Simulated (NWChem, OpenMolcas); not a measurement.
## How basis sets differ on CsBr (SMILES [Br][Cs])

CsBr has 2 atoms, charge 0, and is taken as a singlet. As SMILES, `[Br][Cs]`. The bond length is the measured one.

```jsonl
{"atom": "Br", "x (Å)": "0.0000", "y (Å)": "0.0000", "z (Å)": "0.0000"}
{"atom": "Cs", "x (Å)": "0.0000", "y (Å)": "0.0000", "z (Å)": "3.0723"}
```

Quantity: the dipole moment, in D. The values are calculated.

```tsv
level	kind	program	value (D)	CPU time
M06-2X/def2-SVP (core potential)	hybrid meta-GGA	NWChem	10.72	4.3 s
M06-2X/def2-SVPD (core potential)	hybrid meta-GGA	NWChem	11.13	5.5 s
M06-2X/def2-TZVP (core potential)	hybrid meta-GGA	NWChem	10.90	7.9 s
M06-2X/def2-TZVPP (core potential)	hybrid meta-GGA	OpenMolcas	10.89	16 s
M06-2X/def2-TZVPD (core potential)	hybrid meta-GGA	NWChem	10.89	8.8 s
M06-2X/def2-QZVPD (core potential)	hybrid meta-GGA	NWChem	10.81	40 s
```

The values span 10.72 to 11.13 D. CPU times are rough (shared hosts, several kinds of processor): they show what a rung costs within a factor of a few.
